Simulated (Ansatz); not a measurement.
One change: `O[SiH2][SiH](S)Cl` becomes `C[SiH](S)Cl`.

Ansatz, PBE0-D4/def2-TZVP geometries, multiplicity 1. Each molecule was computed in one conformer, which needn't be the lowest.

```csv
property,`O[SiH2][SiH](S)Cl`
HOMO energy (B3LYP/def2-TZVPP) / eV,-7.39
HOMO energy (PBE0/def2-TZVPP) / eV,-7.62
size of the dipole moment (B3LYP/def2-TZVPP) / D,0.86
HOMO–LUMO gap (B3LYP/def2-TZVPP) / eV,6.23
LUMO energy (ωB97M-V/def2-TZVPP) / eV,0.77
HOMO energy (PBE/def2-TZVPP) / eV,-6.43
```

(1) What does the change do to each property? (Best estimate.)

## Answers

(1) Ansatz gave: 
```
                                        property  `C[SiH](S)Cl`  shift
             HOMO energy (B3LYP/def2-TZVPP) / eV          -7.44  -0.05
              HOMO energy (PBE0/def2-TZVPP) / eV          -7.71  -0.09
size of the dipole moment (B3LYP/def2-TZVPP) / D           1.93   1.07
           HOMO–LUMO gap (B3LYP/def2-TZVPP) / eV           7.41   1.18
           LUMO energy (ωB97M-V/def2-TZVPP) / eV           2.09   1.32
               HOMO energy (PBE/def2-TZVPP) / eV          -6.46  -0.03
```

With PBE0 the HOMO falls by 0.09 eV and the LUMO rises by 1.23 eV, so the gap widens by about 1.32 eV. PBE moves the HOMO by -0.03 eV and ωB97M-V by -0.22 eV. Dipoles are sizes alone; their direction can turn.

B3LYP here is the variant with VWN-RPA as its local correlation; programs differ in this.
